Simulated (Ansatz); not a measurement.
Coupled-cluster diagnostics for Cu(PH3)(NH2) (CuPNH5), Ansatz.

Geometry of the singlet (PBE-D4/def2-TZVP):

Cartesian coordinates in Å:
```
Cu -0.216 -0.070 0.497
P 0.344 0.265 -1.540
H 1.289 1.291 -1.822
H -0.588 0.607 -2.566
H 1.000 -0.779 -2.249
N -0.792 -0.325 2.211
H -0.679 -1.278 2.564
H -0.359 0.288 2.906
```

Correlated methods freeze 15 core orbitals.

Task: Estimate the CCSD(T) correlation energy, the shares of MP2 and (T), T1 and the reference's ⟨S²⟩ for: charge 0, singlet, own geometry in def2-TZVPP; and the rough time on 4 threads of Arm Neoverse N1 on a shared host.

Result: 
| state | basis | correlation (eV) | MP2 share (%) | (T) share (%) | T1 | ⟨S²⟩ (pure) | wall time |
| --- | --- | --- | --- | --- | --- | --- | --- |
| charge 0, singlet, own geometry | def2-TZVPP | -25.689 | 101.3 | 4.6 | 0.027 | 0.00 (0.00) | 79 s |
Customary marks for T1 are 0.02 (closed shells), 0.045 (open shells) and about 0.05 (3d metals). T1 exceeds 0.02 in 1 of 1 rows and 0.045 in 0; the higher it lies, the less the single-reference result can be trusted.
